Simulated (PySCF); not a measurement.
PySCF input file for Sn(Br)(OH)3 (BrH₃O₃Sn), SMILES [OH][Sn]([OH])([OH])[Br], TDA-M06-2X/def2-SVPD. Geometry: r2SCAN-D4/def2-SVP. The structure was generated by enumeration; whether it is a known compound was not checked. The def2 effective core potentials stand for the cores of Sn; spin–orbit coupling is left out. Other conformers were not sampled.

```python
import numpy as np
from pyscf import gto, scf, dft, tdscf

mol = gto.M(
    atom='''
    O     0.31878972   -1.79412327   -1.34370719
    Sn   -0.44975865   -0.36862973   -0.22577149
    O    -1.45941961   -1.20998019    1.23880914
    O    -1.70933958    0.66821229   -1.32604815
    Br    1.35056794    1.10721489    0.67804782
    H     0.91565758   -1.42758413   -2.01353792
    H    -0.86423476   -1.65122895    1.86356844
    H    -2.03361248    1.44490727   -0.84556037
    ''',
    basis='def2-SVPD',
    ecp={'Sn': 'def2-svp'},
    charge=0,
    spin=0,
    max_memory=1600,
    verbose=4,
)
mf = dft.RKS(mol, xc='m06-2x').density_fit(auxbasis='def2-universal-jkfit')
mf.grids.level = 4
mf.conv_tol = 1e-9
mf.max_cycle = 100
mf.kernel()
mf.grids = dft.Grids(mol).set(level=2).build(with_non0tab=True)  # coarser grid for the response kernel
td = tdscf.TDA(mf)
td.singlet = True
td.nstates = 10
td.conv_tol = 1e-4
td.positive_eig_threshold = 1e-6
td.kernel(x0=td.get_init_guess(mf, 15))
td.analyze()
tt = tdscf.TDA(mf)
tt.singlet = False
tt.nstates = 4
tt.conv_tol = 1e-4
tt.positive_eig_threshold = 1e-6
tt.kernel(x0=tt.get_init_guess(mf, 9))
tt.analyze(verbose=3)
```

Log of the run:

```
PySCF version 2.14.0

[INPUT] verbose = 4
[INPUT] num. atoms = 8
[INPUT] num. electrons = 84
[INPUT] charge = 0
[INPUT] spin (= nelec alpha-beta = 2S) = 0
[INPUT] symmetry False subgroup None
[INPUT] Mole.unit = angstrom
[INPUT] Symbol           X                Y                Z      unit          X                Y                Z       unit  Magmom
[INPUT]  1 O      0.318789720000  -1.794123270000  -1.343707190000 AA    0.602425262127  -3.390401614009  -2.539238580709 Bohr   0.0
[INPUT]  2 Sn    -0.449758650000  -0.368629730000  -0.225771490000 AA   -0.849920670654  -0.696609231072  -0.426646282835 Bohr   0.0
[INPUT]  3 O     -1.459419610000  -1.209980190000   1.238809140000 AA   -2.757903363720  -2.286531175249   2.341009995208 Bohr   0.0
[INPUT]  4 O     -1.709339580000   0.668212290000  -1.326048150000 AA   -3.230183660079   1.262738221168  -2.505867831486 Bohr   0.0
[INPUT]  5 Br     1.350567940000   1.107214890000   0.678047820000 AA    2.552203519218   2.092332903140   1.281324679158 Bohr   0.0
[INPUT]  6 H      0.915657580000  -1.427584130000  -2.013537920000 AA    1.730342050082  -2.697743025475  -3.805035210226 Bohr   0.0
[INPUT]  7 H     -0.864234760000  -1.651228950000   1.863568440000 AA   -1.633167003729  -3.120370484453   3.521633965983 Bohr   0.0
[INPUT]  8 H     -2.033612480000   1.444907270000  -0.845560370000 AA   -3.842970630698   2.730479015693  -1.597877521086 Bohr   0.0

nuclear repulsion = 506.948999359495
number of shells = 66
number of NR pGTOs = 279
number of NR cGTOs = 166
basis = def2-SVPD
ecp = {'Sn': 'def2-svp'}


******** <class 'pyscf.df.df_jk.DFRKS'> ********
method = DFRKS
initial guess = minao
damping factor = 0
level_shift factor = 0
DIIS = <class 'pyscf.scf.diis.CDIIS'>
diis_start_cycle = 1
diis_space = 8
diis_damp = 0
SCF conv_tol = 1e-09
SCF conv_tol_grad = None
SCF max_cycles = 100
direct_scf = False
XC library pyscf.dft.libxc version 7.1.2
    S. Lehtola, C. Steigemann, M. J. T. Oliveira, and M. A. L. Marques,  SoftwareX 7, 1–5 (2018)
XC functionals = m06-2x
    Y. Zhao and D. G. Truhlar,  Theor. Chem. Acc. 120, 215 (2008)
    Y. Zhao and D. G. Truhlar,  Theor. Chem. Acc. 120, 215 (2008)
radial grids:
    Treutler-Ahlrichs [JCP 102, 346 (1995); DOI:10.1063/1.469408] (M4) radial grids

becke partition: Becke, JCP 88, 2547 (1988); DOI:10.1063/1.454033
pruning grids: <function nwchem_prune>
grids dens level: 4
symmetrized grids: False
atomic radii adjust function: <function treutler_atomic_radii_adjust>
small_rho_cutoff = 0
Set gradient conv threshold to 3.16228e-05
Initial guess from minao.
tot grids = 194224
******** <class 'pyscf.df.df.DF'> ********
auxbasis = def2-universal-jkfit
init E= -2990.83496198066
  HOMO = -0.687431261804561  LUMO = -0.651740388709281  gap/eV = 0.97120
cycle= 1 E= -3013.97590774411  delta_E= -23.1  |g|= 2.53  |ddm|= 11.7
  HOMO = -0.121684326097967  LUMO = -0.0686105209137732  gap/eV = 1.44421
cycle= 2 E= -3014.31083227852  delta_E= -0.335  |g|= 2.33  |ddm|= 10.6
  HOMO = -0.380932246200204  LUMO = -0.0717252238097004  gap/eV = 8.41395
cycle= 3 E= -3015.43413865172  delta_E= -1.12  |g|= 0.339  |ddm|= 2.99
  HOMO = -0.37607848101141  LUMO = -0.0591085034127161  gap/eV = 8.62519
cycle= 4 E= -3015.44062710816  delta_E= -0.00649  |g|= 0.276  |ddm|= 0.647
  HOMO = -0.373941602950716  LUMO = -0.0575303312235391  gap/eV = 8.60999
cycle= 5 E= -3015.45516672653  delta_E= -0.0145  |g|= 0.0344  |ddm|= 0.296
  HOMO = -0.376361579037456  LUMO = -0.0574505864053094  gap/eV = 8.67801
cycle= 6 E= -3015.45537800247  delta_E= -0.000211  |g|= 0.00397  |ddm|= 0.0433
  HOMO = -0.376679396995149  LUMO = -0.0571044613772358  gap/eV = 8.69608
cycle= 7 E= -3015.45538441197  delta_E= -6.41e-06  |g|= 0.00153  |ddm|= 0.0132
  HOMO = -0.376262443253923  LUMO = -0.0570796328209369  gap/eV = 8.68541
cycle= 8 E= -3015.45538523756  delta_E= -8.26e-07  |g|= 0.000386  |ddm|= 0.0034
  HOMO = -0.376347277779668  LUMO = -0.0571235651279736  gap/eV = 8.68652
cycle= 9 E= -3015.4553852992  delta_E= -6.16e-08  |g|= 0.000158  |ddm|= 0.00121
  HOMO = -0.376331349699328  LUMO = -0.0571148440558034  gap/eV = 8.68632
cycle= 10 E= -3015.45538530797  delta_E= -8.78e-09  |g|= 6.62e-05  |ddm|= 0.000365
  HOMO = -0.376326241940204  LUMO = -0.0571124907361238  gap/eV = 8.68625
cycle= 11 E= -3015.45538530925  delta_E= -1.27e-09  |g|= 3.59e-05  |ddm|= 0.000144
  HOMO = -0.376327151862678  LUMO = -0.0571131713758177  gap/eV = 8.68625
cycle= 12 E= -3015.45538530962  delta_E= -3.71e-10  |g|= 5.97e-06  |ddm|= 6.9e-05
  HOMO = -0.376327533617397  LUMO = -0.0571138970657543  gap/eV = 8.68625
Extra cycle  E= -3015.45538530964  delta_E= -1.59e-11  |g|= 4.67e-06  |ddm|= 1.84e-05
converged SCF energy = -3015.45538530964
tot grids = 76864
Overwritten attributes  positive_eig_threshold  of <class 'pyscf.tdscf.rks.TDA'>


******** <class 'pyscf.tdscf.rks.TDA'> for <class 'pyscf.df.df_jk.DFRKS'> ********
nstates = 10 singlet
deg_eia_thresh = 1.000e-03
wfnsym = None
conv_tol = 0.0001
eigh lindep = 1e-12
eigh level_shift = 0
eigh max_cycle = 100


Excitation energies (eV)
[5.63037265 5.63148578 6.3133101  6.32636468 6.32886918 7.32564211
 7.68475006 7.68603066 8.09487858 8.19569309]

** Singlet excitation energies and oscillator strengths **
Excited State   1:      5.63037 eV    220.21 nm  f=0.0214
      41 -> 43       -0.15595
      42 -> 43        0.65570
      42 -> 44       -0.15157
Excited State   2:      5.63149 eV    220.16 nm  f=0.0216
      41 -> 43        0.65583
      41 -> 44       -0.15163
      42 -> 43        0.15604
Excited State   3:      6.31331 eV    196.39 nm  f=0.1361
      37 -> 43        0.35319
      40 -> 43       -0.55554
Excited State   4:      6.32636 eV    195.98 nm  f=0.0372
      36 -> 43        0.13092
      38 -> 43        0.26587
      39 -> 43        0.57912
Excited State   5:      6.32887 eV    195.90 nm  f=0.0374
      35 -> 43        0.13196
      38 -> 43       -0.57909
      39 -> 43        0.26670
Excited State   6:      7.32564 eV    169.25 nm  f=0.2635
      37 -> 43       -0.53483
      40 -> 43       -0.35064
      41 -> 45        0.12519
      42 -> 46       -0.12574
Excited State   7:      7.68475 eV    161.34 nm  f=0.1022
      35 -> 43       -0.30295
      36 -> 43       -0.53163
      39 -> 43        0.14405
Excited State   8:      7.68603 eV    161.31 nm  f=0.1021
      35 -> 43       -0.53105
      36 -> 43        0.30332
      38 -> 43       -0.14380
Excited State   9:      8.09488 eV    153.16 nm  f=0.0022
      41 -> 45        0.15135
      41 -> 46       -0.42356
      41 -> 49        0.12815
      42 -> 45       -0.42968
      42 -> 46       -0.15780
      42 -> 48        0.13067
Excited State  10:      8.19569 eV    151.28 nm  f=0.0016
      41 -> 44        0.14316
      41 -> 45       -0.34698
      41 -> 46       -0.23117
      41 -> 48        0.10760
      42 -> 44        0.18032
      42 -> 45        0.23512
      42 -> 46       -0.34653
      42 -> 49        0.10665

** Transition electric dipole moments (AU) **
state          X           Y           Z        Dip. S.      Osc.
  1         0.0441     -0.2417      0.3081      0.1553      0.0214
  2         0.2711     -0.2076     -0.2004      0.1567      0.0216
  3        -0.6963     -0.5340     -0.3316      0.8799      0.1361
  4         0.2555     -0.1552     -0.3885      0.2403      0.0372
  5        -0.1465      0.3928     -0.2558      0.2412      0.0374
  6        -0.8741     -0.7149     -0.4395      1.4682      0.2635
  7         0.3796     -0.0756     -0.6268      0.5428      0.1022
  8        -0.3430      0.5904     -0.2758      0.5423      0.1021
  9        -0.0763     -0.0633     -0.0382      0.0113      0.0022
 10         0.0580     -0.0350     -0.0579      0.0079      0.0016

WARN: ECP detected. Skipping calculation of transition velocity and magnetic dipole moments, which have not yet been implemented.



******** <class 'pyscf.tdscf.rks.TDA'> for <class 'pyscf.df.df_jk.DFRKS'> ********
nstates = 4 triplet
deg_eia_thresh = 1.000e-03
wfnsym = None
conv_tol = 0.0001
eigh lindep = 1e-12
eigh level_shift = 0
eigh max_cycle = 100


Excitation energies (eV)
[5.21622942 5.21698591 5.51998573 5.79181991]

** Triplet excitation energies and oscillator strengths **
Excited State   1:      5.21623 eV    237.69 nm  f=0.0000
Excited State   2:      5.21699 eV    237.65 nm  f=0.0000
Excited State   3:      5.51999 eV    224.61 nm  f=0.0000
Excited State   4:      5.79182 eV    214.07 nm  f=0.0000
```

The run converged.

Cost: roughly 8 core-minutes.
